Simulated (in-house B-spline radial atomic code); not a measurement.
Configurations of Ge³⁺, with energies counted from [Ar] 3d10 4s1. All numbers are computed (Dirac-Hartree-Fock, average of configuration; Fermi nucleus of rms radius 4.0742 fm) with a radial B-spline atomic code at the basis-set limit, not measured. Energies include first-order Breit, QED and recoil terms.

Occupations are held fixed; configurations that lie above the ionisation limit could autoionise.

```
            configuration  E - E(ref) (eV)  highest orbital  its <r> (bohr)
            [Ar] 3d10 5s1           23.909            5s1/2           3.996
            [Ar] 3d10 5g1            35.89            5g9/2           6.873
            [Ar] 3d10 6g1           38.551            6g9/2              11
         [Ar] 3d9 4s1 7p1            65.65            7p3/2           11.24
         [Ar] 3d9 4s1 6f1            66.66            6f5/2           11.75
         [Ar] 3d9 4s1 8g1           69.396            8g9/2           21.47
[Ne] 3s2 3p5 3d10 4s1 5d1            157.7            5d5/2           5.712
[Ne] 3s2 3p5 3d10 4s1 5g1           161.76            5g9/2           6.865
[Ne] 3s2 3p5 3d10 4s1 8d1           166.21            8d5/2           18.46
[Ne] 3s2 3p5 3d10 4s1 8g1           167.07            8g9/2           21.47
```

Task: Order these further configurations by energy, lowest first.
A. [Ne] 3s2 3p5 3d10 4s1 7g1
B. [Ar] 3d10 8s1
C. [Ar] 3d10 4p1
D. [Ar] 3d9 4s1 5p1
E. [Ne] 3s2 3p5 3d10 4s1 4d1

Result: C (10.018 eV), B (39.046 eV), D (54.941 eV), E (147.79 eV), A (166.03 eV).

Task: How far above the reference does [Ar] 3d10 7f1 lie?

Result: 40.127 eV; its least bound orbital is 7f5/2 with <r> = 16.73 bohr.

Task: How far above the reference does [Ar] 3d9 4s1 8p1 lie?

Result: 67.683 eV; its least bound orbital is 8p3/2 with <r> = 15.77 bohr.

Task: How far above the reference does [Ar] 3d9 4s1 4p1 lie?

Result: 35.415 eV; its least bound orbital is 4p3/2 with <r> = 2.094 bohr.
